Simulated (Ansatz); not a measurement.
Geometry optimisation, Ansatz, RHF/def2-SVP.

The input (input.yaml):

```yaml
crystal:
  periodic: [false, false, false]
  atoms:
    - { symbol: B, position_ang: [-0.001549, -0.269348, -0.048663] }
    - { symbol: F, position_ang: [0.03213, -0.383883, 1.262844] }
    - { symbol: F, position_ang: [1.131923, -0.336801, -0.682907] }
    - { symbol: H, position_ang: [-1.032562, -0.1595, -0.624528] }
    - { symbol: Br, position_ang: [0.058555, 2.798309, 1.012506] }
    - { symbol: H, position_ang: [0.079305, 1.633823, 1.938048] }
basis:
  gaussian: { orbitals: def2-SVP }
hamiltonian:
  xc: hf
relax:
  f_tol: 0.03
  max_steps: 50
output:
  orbitals: {}
```

Run as:

```bash
$ ansatz run input.yaml --threads 1 --pin off --max-ram 2048MiB --backend cpu --events-out ev --progress --plain --runs-dir out
```

Task: Where does it end, and by what steps?

Result: The forces met the threshold. After 11 steps the energy has fallen by 0.172 eV; H6 moved furthest, 0.57 Å.

```csv
step,energy less start (eV),largest force component (eV/Å),accepted
0,0.0000,1.687,yes
1,-0.1279,0.834,yes
2,-0.0965,1.315,no
3,-0.1534,0.287,yes
4,-0.1585,0.213,yes
5,-0.1686,0.154,yes
6,-0.1708,0.135,yes
7,-0.1708,0.110,no
8,-0.1711,0.116,yes
9,-0.1716,0.059,yes
10,-0.1655,0.431,no
11,-0.1719,0.018,yes
```

```xyz
6
Properties=species:S:1:pos:R:3
B -0.007 -0.459 -0.164
F 0.011 -0.573 1.139
F 1.134 -0.506 -0.791
H -1.031 -0.337 -0.753
Br 0.029 3.046 1.188
H 0.133 2.112 2.238
```

Whether the end is a true minimum wasn't checked by a vibrational analysis.

Run time: 21 s on 1 thread of Arm Neoverse V1, with other jobs on the host, peak memory 0.16 GiB.
